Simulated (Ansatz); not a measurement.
The cluster CuO2⁺. Charge 1, multiplicity 1. Geometry r2SCAN-D4/def2-TZVP.

```xyz
3

Cu   -1.146   -0.179    0.983
O     0.948   -0.274   -0.801
O     0.198    0.453   -0.183
```

The structure holds one bond between oxygen atoms, so isomers without such links may lie far lower. At PBE-D4/def2-TZVP an occupied level lies above an empty one. The structure comes from a short search, and lower isomers may exist.

Estimate the orbital energies around the gap (eV) in Ansatz with PBE-D4/def2-TZVP, PBE0-D4/def2-TZVP.


```csv
orbital,PBE-D4/def2-TZVP,PBE0-D4/def2-TZVP
HOMO−5,-14.61,-15.96
HOMO−4,-14.36,-15.90
HOMO−3,-14.25,-15.88
HOMO−2,-14.19,-15.84
HOMO−1,-14.13,-15.81
HOMO,-12.32,-13.96
LUMO,-12.82,-11.39
LUMO+1,-10.32,-8.92
LUMO+2,-5.59,-4.21
LUMO+3,-5.30,-3.86
LUMO+4,-3.75,-2.41
LUMO+5,-2.66,-1.86
```
